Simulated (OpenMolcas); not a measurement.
W4+ with 6 ligands (chloride) in octahedral coordination (Oh). A charge of +0.333 e stands 2.6 Å behind each ligand. Ligand basis ANO-RCC-VDZP.

```json
{
 "Program": "OpenMolcas",
 "Method": "SS-CASPT2, IPEA 0.25 Eh, imaginary shift 0.1 Eh (the lowest 29 gerade and 27 ungerade orbitals frozen, chosen by energy and not by shell, so the metal 5p can be frozen and 4f correlated)",
 "Basis": "ANO-RCC-VTZP [8s7p5d3f2g1h]",
 "Scalar Hamiltonian": "DKH2, point nucleus",
 "Active space": "2 electrons in 5 orbitals (5d)",
 "State averaging": "2S+1 = 3 even, 10 roots; 2S+1 = 1 even, 15 roots",
 "Spin-orbit coupling": "RASSI with atomic mean-field integrals over the reference wave functions"
}
```

All ligands move together. At R = 2.3 Å the first state of the same spin is 29120 cm-1, and at R = 2.55 Å it is 20110 cm-1.

Question: A third run gives 24430 cm-1. What distance was it run at?

Answer: With a power law R^-n the two known points give n = -ln(20110 / 29120) / ln(2.55 / 2.3) = 3.59. Then R = 2.3 × (29120 / 24430)^(1/3.59) = 2.415 Å. The run was at 2.42 Å, so the estimate is off by -0.005 Å.

Roots that are degenerate in the reference are averaged as groups; the widest CASPT2 spread within a group is 270 cm-1 (the 3-fold group of multiplicity 1 near 30000 cm-1 above the lowest state of its run, R = 2.42). Shifts and gaps below about the spread of the groups concerned are not significant. Over all roots computed the reference weight is 0.64 to 0.66 in R = 2.3, 0.65 to 0.66 in R = 2.42, 0.65 to 0.66 in R = 2.55; a low but even weight reflects the number of correlated electrons. An orbital triplet at a regular site is open to Jahn-Teller coupling, which can distort the site and quench the lowest spin-orbit gaps and is left out. Ligand-to-metal charge-transfer states are missing. With no ligand orbital active B as a rule stays too high, so bands that hang on it stand too high and its fall with covalency is understated. With one d shell and no ligand orbital active, 10Dq can be off by a tenth or more. The least metal-like active orbital is 65 % on the metal (Löwdin) and no ligand orbital is active, so the numbers are rough (holds for R = 2.3). The least metal-like active orbital is 71 % on the metal (Löwdin) and no ligand orbital is active, so the numbers are rough (holds for R = 2.42). The least metal-like active orbital is 74 % on the metal (Löwdin) and no ligand orbital is active, so the numbers are rough (holds for R = 2.55). No measured value stands beside these numbers; the geometry is a model, was not optimised and need not be the one that this ion takes.
